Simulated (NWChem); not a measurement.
System: C4H5N; SMILES C/C=C/C#N

Here is an NWChem input.

```
start job
memory heap 200 mb stack 900 mb global 1100 mb
geometry units angstroms noautosym nocenter noautoz
  C      0.012713    -2.315219     0.000000
  C      0.385499    -0.876688     0.000000
  C     -0.492048     0.140048     0.000000
  C     -0.093351     1.509949     0.000000
  N      0.212548     2.629241     0.000000
  H     -1.076714    -2.460472     0.000000
  H      0.434016    -2.825385     0.882236
  H      0.434016    -2.825385    -0.882236
  H      1.455531    -0.637841     0.000000
  H     -1.571400    -0.048272     0.000000
end
basis spherical
  C library 6-31+g*
  N library 6-31+g*
  H library 6-31+g*
end
dft
  xc xcamb88 1.00 lyp 0.81 vwn_5 0.19 hfexch 1.00
  cam 0.33 cam_alpha 0.19 cam_beta 0.46
  iterations 150
end
property
  response 1 0.0
end
task dft property
```

NWChem printed, in part:

```
             Northwest Computational Chemistry Package (NWChem) 7.3.0
             --------------------------------------------------------

                             Geometry "geometry" -> ""
                             -------------------------

 Output coordinates in angstroms (scale by  1.889725989 to convert to a.u.)

  No.       Tag          Charge          X              Y              Z
 ---- ---------------- ---------- -------------- -------------- --------------
    1 C                    6.0000     0.01271300    -2.31521900     0.00000000
    2 C                    6.0000     0.38549900    -0.87668800     0.00000000
    3 C                    6.0000    -0.49204800     0.14004800     0.00000000
    4 C                    6.0000    -0.09335100     1.50994900     0.00000000
    5 N                    7.0000     0.21254800     2.62924100     0.00000000
    6 H                    1.0000    -1.07671400    -2.46047200     0.00000000
    7 H                    1.0000     0.43401600    -2.82538500     0.88223600
    8 H                    1.0000     0.43401600    -2.82538500    -0.88223600
    9 H                    1.0000     1.45553100    -0.63784100     0.00000000
   10 H                    1.0000    -1.57140000    -0.04827200     0.00000000

 Effective nuclear repulsion energy (a.u.)     138.2538686673

                              NWChem Property Module
                              ----------------------

                                 NWChem DFT Module
                                 -----------------

 Summary of "ao basis" -> "ao basis" (spherical)
 ------------------------------------------------------------------------------
       Tag                 Description            Shells   Functions and Types
 ---------------- ------------------------------  ------  ---------------------
 C                          6-31+g*                  8       18   4s3p1d
 N                          6-31+g*                  8       18   4s3p1d
 H                          6-31+g*                  2        2   2s

            General Information
            -------------------
          SCF calculation type: DFT
          Wavefunction type:  closed shell.
          No. of atoms     :    10
          No. of electrons :    36
           Alpha electrons :    18
            Beta electrons :    18
          Charge           :     0
          Spin multiplicity:     1
          Use of symmetry is: off; symmetry adaption is: off
          Maximum number of iterations: 150
          AO basis - number of functions:   100
                     number of shells:    50
          Convergence on energy requested:  1.00D-06
          Convergence on density requested:  1.00D-05
          Convergence on gradient requested:  5.00D-04

              XC Information
              --------------
                     Hartree-Fock (Exact) Exchange  1.000
                   CAM-Becke88 Exchange Functional  1.000
                      VWN V Correlation Functional  0.190 local
              Lee-Yang-Parr Correlation Functional  0.810

           Range-Separation Parameters
           ---------------------------
           Alpha           :  0.19
           Beta            :  0.46
           Gamma           :  0.33
           Short-Range HF  :     F

             Grid Information
             ----------------
          Grid used for XC integration:  medium
          Radial quadrature: Mura-Knowles
          Angular quadrature: Lebedev.
          Tag              B.-S. Rad. Rad. Pts. Rad. Cut. Ang. Pts.
          ---              ---------- --------- --------- ---------
          C                   0.70       49          14.0       434
          N                   0.65       49          15.0       434
          H                   0.35       45          14.0       434
          Grid pruning is: on
          Number of quadrature shells:   470
          Spatial weights used:  Erf1

      Superposition of Atomic Density Guess
      -------------------------------------

 Sum of atomic energies:        -207.44077131

      Non-variational initial energy
      ------------------------------

 Total energy =    -210.274958
 1-e energy   =    -551.136653
 2-e energy   =     202.607826
 HOMO         =      -0.310392
 LUMO         =      -0.043074

   convergence    iter        energy       DeltaE   RMS-Dens  Diis-err
 ---------------- ----- ----------------- --------- --------- ---------
 d= 0,ls=0.0,diis     1   -209.9346393896 -3.48D+02  2.52D-02  7.36D-01
 d= 0,ls=0.0,diis     2   -209.8583409768  7.63D-02  1.01D-02  1.57D+00
 d= 0,ls=0.0,diis     3   -210.0313654046 -1.73D-01  2.07D-03  3.32D-02
 d= 0,ls=0.0,diis     4   -210.0349791733 -3.61D-03  1.02D-03  1.94D-03
 d= 0,ls=0.0,diis     5   -210.0352071672 -2.28D-04  6.87D-04  2.99D-04
  Resetting Diis
 d= 0,ls=0.0,diis     6   -210.0352449114 -3.77D-05  1.74D-04  1.80D-05
 d= 0,ls=0.0,diis     7   -210.0352475811 -2.67D-06  4.35D-05  1.12D-06
 d= 0,ls=0.0,diis     8   -210.0352475407  4.04D-08  1.18D-05  1.70D-06
 d= 0,ls=0.0,diis     9   -210.0352477177 -1.77D-07  5.04D-06  9.79D-08

         Total DFT energy =     -210.035247717738
      One electron energy =     -554.997969381385
           Coulomb energy =      236.944623974823
    Exchange-Corr. energy =      -30.235770978469
 Nuclear repulsion energy =      138.253868667292

 Numeric. integr. density =       36.000006975346

                       DFT Final Molecular Orbital Analysis
                       ------------------------------------

 Vector   16  Occ=2.000000D+00  E=-4.350300D-01
              MO Center=  2.3D-01,  2.5D+00, -8.5D-10, r^2= 2.1D+00
   Bfn.  Coefficient  Atom+Function         Bfn.  Coefficient  Atom+Function
  ----- ------------  ---------------      ----- ------------  ---------------
    76      0.469265   5 N  py               78      0.445816   5 N  s
    58     -0.266628   4 C  py               46     -0.229443   3 C  s
    74      0.226336   5 N  s                64      0.195816   4 C  s
    80      0.172260   5 N  py               60     -0.145887   4 C  s
    75      0.141358   5 N  px               82      0.125067   5 N  s

 Vector   17  Occ=2.000000D+00  E=-4.025201D-01
              MO Center=  9.4D-03,  1.9D+00,  1.2D-10, r^2= 1.8D+00
   Bfn.  Coefficient  Atom+Function         Bfn.  Coefficient  Atom+Function
  ----- ------------  ---------------      ----- ------------  ---------------
    75      0.433997   5 N  px               57      0.375103   4 C  px
    79      0.233992   5 N  px               61      0.195458   4 C  px
    46     -0.146311   3 C  s                39     -0.127124   3 C  px
    76     -0.123457   5 N  py               99      0.101290  10 H  s
    64      0.099324   4 C  s                58     -0.095866   4 C  py

 Vector   18  Occ=2.000000D+00  E=-3.375877D-01
              MO Center=  2.3D-02,  2.9D-01,  1.3D-08, r^2= 3.7D+00
   Bfn.  Coefficient  Atom+Function         Bfn.  Coefficient  Atom+Function
  ----- ------------  ---------------      ----- ------------  ---------------
    41      0.342579   3 C  pz               23      0.328985   2 C  pz
    77     -0.314665   5 N  pz               45      0.236115   3 C  pz
    27      0.213650   2 C  pz               81     -0.189421   5 N  pz
    59     -0.159330   4 C  pz                5     -0.117413   1 C  pz
    94     -0.102418   7 H  s                96      0.102418   8 H  s

 Vector   19  Occ=0.000000D+00  E=-9.031188D-03
              MO Center=  6.6D-02,  4.9D-02, -3.0D-10, r^2= 4.2D+00
   Bfn.  Coefficient  Atom+Function         Bfn.  Coefficient  Atom+Function
  ----- ------------  ---------------      ----- ------------  ---------------
    31      0.733756   2 C  pz               49     -0.516606   3 C  pz
    27      0.453644   2 C  pz               23      0.410385   2 C  pz
    45     -0.343848   3 C  pz               13     -0.318179   1 C  pz
    41     -0.286648   3 C  pz               77      0.263607   5 N  pz
    81      0.224849   5 N  pz               85      0.179234   5 N  pz

 Vector   20  Occ=0.000000D+00  E= 2.638517D-02
              MO Center= -1.8D-02, -1.9D+00, -8.0D-09, r^2= 1.2D+01
   Bfn.  Coefficient  Atom+Function         Bfn.  Coefficient  Atom+Function
  ----- ------------  ---------------      ----- ------------  ---------------
    64     10.907156   4 C  s                46     -5.174805   3 C  s
    48     -4.259732   3 C  py               10     -3.784486   1 C  s
    66     -2.164633   4 C  py               30     -1.798060   2 C  py
    12     -1.604904   1 C  py               82     -1.227541   5 N  s
    29      0.930762   2 C  px               47     -0.833236   3 C  px

 Vector   21  Occ=0.000000D+00  E= 4.529330D-02
              MO Center= -4.6D-01, -8.3D-01, -2.7D-08, r^2= 1.6D+01
   Bfn.  Coefficient  Atom+Function         Bfn.  Coefficient  Atom+Function
  ----- ------------  ---------------      ----- ------------  ---------------
    10      8.201397   1 C  s                64     -6.201494   4 C  s
    30      4.201661   2 C  py               28     -3.151380   2 C  s
    66      3.045945   4 C  py               12      2.876074   1 C  py
    48      2.815986   3 C  py               46      2.569975   3 C  s
    82     -1.378283   5 N  s                47     -0.820772   3 C  px

[...]

 DFT Linear Response polarizability / au
 Frequency  =       0.0000000 / au
              X              Y              Z
 -----------------------------------------------
 X      42.6437113     -3.1386778      0.0000003
 Y      -3.1387034     82.1402135     -0.0000008
 Z       0.0000002     -0.0000008     33.4223896
 -----------------------------------------------
 Eigenvalues =      42.3958448     82.3880801     33.4223896
 Isotropic   =      52.7354382
 Anisotropic =      45.1527442
 -----------------------------------------------

 Magnetic Dipole Response Matrix (nonzero elements):

 Exiting AOResponse driver routine
```

Level: CAM-B3LYP/6-31+G* (spherical d). All runs use the structure optimised with PBE0/def2-SVP.
